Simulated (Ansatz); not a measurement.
Calculated with Ansatz (gas phase, PBE0-D4/def2-TZVP geometries, no zero-point term in ΔE). CCSD(T)/CBS adds triple-zeta CCSD(T) − MP2 to the extrapolated MP2 energy (def2 sets, frozen cores). This one scheme is used for every species. DFT in def2-TZVPP. B3LYP here is the variant with VWN-RPA as its local correlation; programs differ in this. For Ge outer-core shells are correlated without core-valence functions, which leaves a few kJ/mol of doubt a bond. Scalar relativity is left out up to krypton. Each species was taken in one conformer, which may not be the lowest.

Reaction (ligand exchange at a Ge–Cl bond): `[OH][Ge]([F])([Cl])[Cl]` + CH₃OH → `C[O][Ge]([OH])([F])[Cl]` + HCl

CCSD(T)/CBS gives +20.5 kJ/mol.

Q: Another level gave +18.3 kJ/mol. Which?
A. ωB97X-V/def2-TZVPP
B. PBE0/def2-TZVPP
C. B3LYP/def2-TZVPP
D. SCS-MP2/def2-TZVPP

A: D. SCS-MP2/def2-TZVPP 18.3, PBE0 32.2, B3LYP 27.7, ωB97X-V 23.1 kJ/mol.

Largest T1 diagnostic among the species: 0.012.

The D4 term adds −3.0 kJ/mol with B3LYP and −2.0 kJ/mol with PBE0; it sums over pairs of atoms, weighted by their polarisabilities, and B3LYP, whose exchange is more repulsive, gets the larger term. In def2-TZVPP, CCSD(T) changes the Hartree–Fock value by −7.5 kJ/mol (the triples alone add −0.5 kJ/mol) and MP2 by −5.2 kJ/mol.
